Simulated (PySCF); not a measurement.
C3H8FSi (doublet state).
Cartesian coordinates in Å at the GFN2-xTB level; atoms count from 1:
```xyz
13
C3H8FSi angstrom
C     -2.1049   -0.5394   -0.3347
C     -0.7530   -0.6033    0.2331
C      0.1551    0.4909   -0.3969
Si     1.9321    0.4374    0.2648
F      1.8354    0.4555    1.8746
H     -2.8293    0.1481    0.0583
H     -2.3216   -1.0149   -1.2728
H     -0.2985   -1.5773    0.0357
H     -0.7785   -0.4395    1.3124
H      0.1490    0.3652   -1.4807
H     -0.2938    1.4662   -0.1967
H      2.6065   -0.8164   -0.0405
H      2.6973    1.6282   -0.0744
```

The hyperfine couplings belong to this conformer and change with its torsions.

Identity: `[CH2]CC[SiH2]F` [radical].

The calculation used PySCF 2.14.0, UKS B3LYP, pcH-1 on C F H Si, non-relativistic, mean-field spin-orbit, GIAO. Geometry: GFN2-xTB, one conformer, isolated molecule. A GFN2-xTB geometry isn't a minimum of the functional, and hyperfine couplings can be far from their values at a DFT geometry. No stability test was run, so a lower SCF solution isn't excluded.

Question: The isotropic 13C couplings are +97.7, +93.9, -30.4 MHz. Assign them to C1; C2; C3.

Answer: 
```tsv
site	a_iso (MHz)	ρ(0) (bohr⁻³)	position	distance from C1 (Å)	spin population	largest |T| (MHz)
C1	+97.7	+0.0870	largest spin population	0.00	+1.08	161.2
C2	-30.4	-0.0271	1 bond from C1	1.47	-0.09	2.3
C3	+93.9	+0.0835	2 bonds from C1	2.48	+0.05	13.3
```

Question: Match the computed a_iso(1H) values -61.4, +32.2, +4.1, -3.0 MHz (means over equivalent nuclei) with the sites H6/H7; H8/H9; H10/H11; H12/H13.

Answer: 
| site | a_iso (MHz) | ρ(0) (bohr⁻³) | position | distance from C1 (Å) | bound to | spin population there | largest \|T\| (MHz) |
| --- | --- | --- | --- | --- | --- | --- | --- |
| H6/H7 | -61.4 | -0.0137 | α, 1 bond from C1 | 1.07 | C1 | +1.08 | 39.3 |
| H8/H9 | +32.2 | +0.0072 | β, 2 bonds from C1 | 2.12 | C2 | -0.09 | 9.5 |
| H10/H11 | -3.0 | -0.0007 | γ, 3 bonds from C1 | 2.70 | C3 | +0.05 | 8.6 |
| H12/H13 | +4.1 | +0.0009 | 4 bonds from C1 | 5.00 | Si4 | +0.02 | 1.5 |

ρ(0) is the spin density at the nucleus and T the dipolar tensor; a_iso includes a spin–orbit part; entries for several nuclei are means. The largest Mulliken spin populations are on C1 (+1.08) and C2 (-0.09). No atom but C1 exceeds +0.15. The positive populations add up to 1.18 and the negative ones to -0.18, together 2S = 1. The angles at C1 add up to 358.7°, so it is planar; its axial dipolar tensor and the negative couplings of its protons fit spin in a p orbital normal to that plane.

Examples of negative spin density at the nucleus (bohr⁻³): C2 (-0.0271) and H6/H7 (-0.0137).

Means are taken over nuclei equivalent by connectivity, which assumes that they swap fast. The 1H value of +4.1 MHz is a mean of couplings from 1.0 to 7.1 MHz in this one geometry, not an average over conformers.
